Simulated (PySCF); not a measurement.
**Stationary points of [CeI3]+**

Method: PBE0/[Ce def2-SVP with ECP28, I def2-SVP with ECP28], scalar-relativistic core potentials, density fitting, no spin–orbit coupling, PySCF.

Relaxations began from a few typed shapes. The search is not exhaustive: other isomers or separated fragments can lie lower, and high-lying points may rest on an excited occupation.

```
   spin  group              bonds              angles  imaginary modes (cm⁻¹)  ΔE (kJ/mol)  ΔE with ZPE (kJ/mol)
singlet    C3v  Ce–I 2.766 Å (×3)  I–Ce–I 104.9° (×3)                    none          0.0                   0.0
singlet    D3h  Ce–I 2.788 Å (×3)  I–Ce–I 120.0° (×3)                     25i         10.3                     –
```

The lowest minimum found is the singlet C3v: Ce–I 2.766 Å (×3); I–Ce–I 104.9° (×3).

Formally Ce is in oxidation state +4, with 0 electrons left for the f, d and s shells; the Mulliken f population is 0.86.

For the lowest minimum: stability towards spin polarisation was not tested.
